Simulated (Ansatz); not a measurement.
Calculated with Ansatz (gas phase, PBE0-D4/def2-TZVP geometries, no zero-point term in ΔE). CBS: MP2 limit from def2 TZ/QZ plus the TZ coupled-cluster correction, frozen cores. DFT in def2-TZVPP. B3LYP here is the variant with VWN-RPA as its local correlation; programs differ in this. For Ge outer-core shells are correlated without core-valence functions, which leaves a few kJ/mol of doubt a bond. Scalar relativity is left out up to krypton. Each species was taken in one conformer, which may not be the lowest.

`CO[Si](N)(F)F` + `C[SiH](N)[GeH2][NH2]` → `[NH2][GeH2][Si](N)(F)F` + `CO[SiH](C)N`  (redistribution)

`CO[Si](N)(F)F`:

Cartesian coordinates in Å:
```
C 0.047 1.055 -1.605
O -0.502 0.201 -0.622
Si 0.306 -0.533 0.563
N -0.784 -1.008 1.744
F 1.454 0.456 1.050
F 1.099 -1.818 0.083
H -0.764 1.654 -2.022
H 0.502 0.471 -2.410
H 0.800 1.724 -1.181
H -1.559 -0.435 2.023
H -0.599 -1.765 2.377
```

`C[SiH](N)[GeH2][NH2]`:

```xyz
15

C    -0.377    0.265    2.249
Si   -0.541   -0.600    0.600
N     0.864   -1.528    0.240
Ge   -0.592    0.894   -1.265
N     0.923    0.422   -2.241
H     0.495    0.922    2.263
H    -1.266    0.864    2.459
H    -0.268   -0.463    3.058
H    -1.816   -1.385    0.646
H     1.124   -1.611   -0.732
H     1.105   -2.354    0.764
H    -0.606    2.395   -0.867
H    -1.773    0.675   -2.231
H     0.944    0.825   -3.169
H     1.783    0.679   -1.773
```

`[NH2][GeH2][Si](N)(F)F`:

```xyz
12

N    -0.464    2.180   -0.995
Ge   -0.565    1.011    0.426
Si    0.143   -1.108   -0.376
N     0.644   -2.122    0.878
F    -0.982   -1.907   -1.168
F     1.271   -0.820   -1.474
H    -0.663    3.142   -0.762
H     0.421    2.143   -1.484
H     0.320    1.402    1.641
H    -2.025    1.001    0.907
H     0.664   -3.125    0.782
H     1.236   -1.797    1.624
```

`CO[SiH](C)N`:

```xyz
14

C     0.286   -0.487    1.936
O     0.427   -1.178    0.721
Si    0.252   -0.460   -0.754
C    -1.474    0.209   -0.968
N     1.325    0.840   -1.037
H    -0.757   -0.201    2.120
H     0.903    0.420    1.961
H     0.607   -1.142    2.748
H     0.562   -1.572   -1.682
H    -2.215   -0.562   -0.743
H    -1.635    0.548   -1.994
H    -1.662    1.055   -0.301
H     2.324    0.729   -1.088
H     1.056    1.801   -0.919
```

```tsv
level	ΔE (kJ/mol)	difference from CCSD(T)/CBS
PBE-D4	14.1	-5.2
r2SCAN-D4	19.0	-0.3
PBE0-D4	18.2	-1.1
B3LYP-D4	15.7	-3.6
ωB97X-V	15.8	-3.5
ωB97M-V	16.8	-2.5
B2PLYP	16.7	-2.6
PBE	13.6	-5.7
r2SCAN	18.9	-0.4
PBE0	17.8	-1.5
B3LYP	14.7	-4.6
HF/def2-TZVPP	20.4	1.1
MP2/def2-TZVPP	20.1	0.8
SCS-MP2/def2-TZVPP	19.2	-0.1
CCSD/def2-TZVPP	21.0	1.7
CCSD(T)/def2-TZVPP	20.6	1.3
HF/def2-QZVPP	19.8	0.5
MP2/def2-QZVPP	19.1	-0.2
SCS-MP2/def2-QZVPP	18.2	-1.1
HF/CBS(def2)	19.7	0.4
MP2/CBS(def2)	18.8	-0.5
CCSD/CBS(def2)	19.6	0.3
CCSD(T)/CBS	19.3	0
```

Largest T1 diagnostic among the species: 0.012.

From PBE to PBE0 (25 % exact exchange), in def2-TZVPP and without D4, ΔE moves by +4.2 kJ/mol.
